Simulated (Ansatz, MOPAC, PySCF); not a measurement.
Noncovalent pair: NH3 (SMILES N) (first 4 atoms) with C3H6 (SMILES C=CC); geometry from B3LYP-D3(BJ)/def2-TZVP, rigid monomers moved along the line of their centres of mass till H4···C6 is 4.70 Å.
(charge 0, multiplicity 1):
```
atom    x (Å)    y (Å)    z (Å)
----  -------  -------  -------
N     -0.2111  -0.2086   0.5372
H     -0.7118  -0.8550  -0.0620
H      0.7385  -0.1483   0.1871
H     -0.1655  -0.6235   1.4625
C      0.1886  -0.7190   6.3188
C     -0.4563   0.4083   6.0408
C      0.1886   1.7230   5.7414
H      1.2718  -0.7561   6.3607
H     -0.3403  -1.6415   6.5220
H     -1.5428   0.3947   6.0108
H     -0.1600   2.4951   6.4329
H      1.2754   1.6607   5.8158
H     -0.0719   2.0521   4.7320
```

Counterpoise-corrected where a basis set is named; no monomer relaxation. Rows marked so take none.

Frozen-core correlation. Rows in 3-21G, 6-311+G**, 6-31G* carry no dispersion term and start afresh at each structure (6-31G* with six Cartesian d functions). MP2/6-31G* freezes PySCF's default core. The state that PM6 reach isn't checked.

Codes used: Ansatz (Gaussian orbitals); MOPAC for PM6 (differences of heats of formation); PySCF for 3-21G rows, 6-311+G** rows, 6-31G* rows, the dispersion terms. 

Other levels give for the interaction energy: PBE/def2-TZVPPD -1.1; B3LYP/def2-TZVPPD -0.7; B3LYP-D3(BJ)/def2-TZVPPD -1.3; wB97M-V/def2-TZVPPD -1.4; CCSD(T)/aug-cc-pVDZ -1.3 kJ/mol.

Task: What do these common cheap choices give for the same quantity: PM6, HF/6-31G*, HF/6-31G* (no counterpoise), BP86/6-31G* (no counterpoise), B3LYP/3-21G (no counterpoise), B3LYP/6-31G* (no counterpoise), B3LYP/6-311+G** (no counterpoise), MP2/6-31G*?

Result: PM6 -0.9; HF/6-31G* -0.9; HF/6-31G* (no counterpoise) -1.0; BP86/6-31G* (no counterpoise) -0.8; B3LYP/3-21G (no counterpoise) -0.9; B3LYP/6-31G* (no counterpoise) -0.8; B3LYP/6-311+G** (no counterpoise) -0.9; MP2/6-31G* -1.0 kJ/mol. They span -1.0 to -0.8 kJ/mol.

Ansatz is an electronic-structure program.
